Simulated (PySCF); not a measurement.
formate (CHO₂), SMILES [O-]C=O, charge -1.

Coordinates come from a PBE0-D3(BJ)/def2-TZVPD optimisation.

Two levels are set side by side: PBE/def2-TZVPD (PySCF) and ωB97X/def2-TZVPD (PySCF). Same geometry, gas phase. Differences are taken from unrounded values.

| quantity | ωB97X | PBE | PBE minus ωB97X |
|---|---|---|---|
| orbital gap (eV) | 9.65 | 3.93 | -5.72 |
| highest occupied level (eV) | -3.64 | 0.29 | 3.94 |
| lowest empty level (eV) | 6.01 | 4.23 | -1.78 |
| mean polarisability (bohr³) | 32.7 | 39.0 | 6.4 |

PBE's occupied levels lie high since its potential decays too fast outside the molecule; exact exchange lowers them and widens the gap. Loosely held outer electrons make PBE densities more polarisable. Differences between two approximate levels are no errors against the true value.

Rough cost on one machine, each run with all the roots and properties that it gave: ωB97X against PBE within a factor of 2.
